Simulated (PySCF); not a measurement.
# Hartree-Fock beside MP2: ClGeH2NO

All numbers below are calculated, not measured. The program is PySCF 2.14.0, an open-source quantum chemistry code, run on an isolated molecule that a program drew, which may never have been made. The molecule is ClGeH2NO (charge 0, singlet), drawn as the SMILES string `[NH]=[Ge]([OH])[Cl]`.

The geometry was optimised and harmonic frequencies were computed with HF and MP2, all in the cc-pV(D+d)Z basis, for the commonest isotopes, with a restricted reference for singlets and an unrestricted one otherwise, and a frozen core in MP2. Germanium has the cc-pVDZ-PP basis, with a core potential (ECP10MDF) in place of its 10 inner electrons, and its 3s, 3p and 3d shells are frozen in MP2. Each result is a local minimum of its method.

Geometry at the HF minimum:
```xyz
6
ClGeH2NO, angstrom
N    -0.6262    0.5809   -2.3459
Ge    0.2601    0.7276   -0.9350
O     0.0606    0.0509    0.6568
Cl    2.0101    1.9307   -0.8565
H    -1.4233   -0.0272   -2.2036
H     0.7151    0.2956    1.2983
```

Lengths of the bonds as drawn, in Å (atoms numbered as above):
| bond | HF | MP2 |
|---|---|---|
| N1-Ge2 | 1.673 | 1.716 |
| Ge2-O3 | 1.741 | 1.788 |
| Ge2-Cl4 | 2.125 | 2.141 |
| N1-H5 | 1.013 | 1.039 |
| O3-H6 | 0.949 | 0.973 |

Rotational constants, in GHz:
```
constant,HF,MP2
A,6.345,5.999
B,3.234,3.191
C,2.142,2.083
```

Harmonic frequencies in cm^-1, each column in rising order, so a row needn't be the same motion in every method:
| rank | HF | MP2 |
|---|---|---|
| 1 | 199 | 174 |
| 2 | 209 | 191 |
| 3 | 239 | 209 |
| 4 | 339 | 279 |
| 5 | 456 | 441 |
| 6 | 563 | 553 |
| 7 | 774 | 709 |
| 8 | 930 | 902 |
| 9 | 953 | 919 |
| 10 | 1030 | ? |
| 11 | 3715 | 3428 |
| 12 | 4134 | 3809 |

**Estimate the missing MP2 frequency from the HF column.**

A single factor s that minimises the squared misfit of MP2 against s times HF over the other rows is sum(HF x MP2) / sum(HF^2) = 0.9246, with an rms misfit of 24 cm^-1. For rank 10 it gives 0.9246 x 1030 = 952 cm^-1. The calculation gives 971 cm^-1, 19 cm^-1 above the estimate. The drawn bonds are on average 2.2 % longer in MP2 than in HF.
